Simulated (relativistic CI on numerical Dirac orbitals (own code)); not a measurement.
**Crystal-field levels of Rh7+, 4d2**

Calculated by Dirac-Coulomb-Breit CI, KLI orbitals optimised for each configuration, QED by a radiative potential, valence Slater integrals scaled by 0.75, one configuration in a parametric crystal field (own radial code).

Field parameters in Wybourne normalisation: Oh B⁴₀ = 21Dq, B⁴₄ = √(5/14) B⁴₀. The field is a parameter set, without covalency.

S and J are read from ⟨S²⟩ = S(S + 1) and ⟨J²⟩ = J(J + 1) of each level; they are not fictitious spins.

Oh, 10Dq = 8500 cm⁻¹, the lowest 10 levels:

| E (cm⁻¹) | Degeneracy | Irrep | S | J |
| --- | --- | --- | --- | --- |
| 0.0 | 2 | E | 0.98 | 2.28 |
| 581 | 3 | T2 | 0.98 | 2.53 |
| 3635 | 3 | T1 | 1.00 | 3.34 |
| 5305 | 1 | A1 | 0.99 | 3.85 |
| 8672 | 3 | T2 | 0.94 | 3.00 |
| 9254 | 1 | A2 | 1.00 | 3.00 |
| 11061 | 3 | T1 | 0.99 | 3.62 |
| 11485 | 2 | E | 0.99 | 3.80 |
| 15129 | 2 | E | 0.21 | 2.79 |
| 15503 | 3 | T2 | 0.30 | 2.54 |

Oh, 10Dq = 15350 cm⁻¹, the lowest 10 levels:

```json
{"E (cm⁻¹)": "0.0", "Degeneracy": "2", "Irrep": "E", "S": "0.99", "J": "2.45"}
{"E (cm⁻¹)": "369", "Degeneracy": "3", "Irrep": "T2", "S": "0.99", "J": "2.64"}
{"E (cm⁻¹)": "3258", "Degeneracy": "3", "Irrep": "T1", "S": "1.00", "J": "3.39"}
{"E (cm⁻¹)": "4592", "Degeneracy": "1", "Irrep": "A1", "S": "0.99", "J": "3.76"}
{"E (cm⁻¹)": "12747", "Degeneracy": "3", "Irrep": "T2", "S": "0.56", "J": "3.02"}
{"E (cm⁻¹)": "14759", "Degeneracy": "2", "Irrep": "E", "S": "0.10", "J": "3.03"}
{"E (cm⁻¹)": "15175", "Degeneracy": "1", "Irrep": "A2", "S": "1.00", "J": "3.00"}
{"E (cm⁻¹)": "16758", "Degeneracy": "3", "Irrep": "T1", "S": "1.00", "J": "3.51"}
{"E (cm⁻¹)": "17019", "Degeneracy": "2", "Irrep": "E", "S": "0.99", "J": "3.65"}
{"E (cm⁻¹)": "17255", "Degeneracy": "3", "Irrep": "T2", "S": "0.71", "J": "2.88"}
```

Oh, 10Dq = 22150 cm⁻¹, the lowest 10 levels:

```
E (cm⁻¹)  Degeneracy  Irrep     S     J
     0.0           2      E  0.99  2.54
     253           3     T2  0.99  2.68
    3016           3     T1  1.00  3.39
    4193           1     A1  0.99  3.71
   13721           3     T2  0.16  3.06
   14461           2      E  0.07  3.11
   21468           1     A2  1.00  3.00
   22385           3     T2  0.95  3.00
   22967           3     T1  1.00  3.46
   23133           2      E  1.00  3.56
```

The free-ion ground term has S = 1. Every field shown keeps that spin.

Levels of this model without a field, named by their leading LS term (the scale mimics covalency, so terms lie below those of the real free ion): 3F_2 0, 3F_3 3565, 3F_4 7227, 1D_2 14234, 3P_0 14466, 3P_1 16135, 3P_2 20109, 1G_4 21755 cm⁻¹.
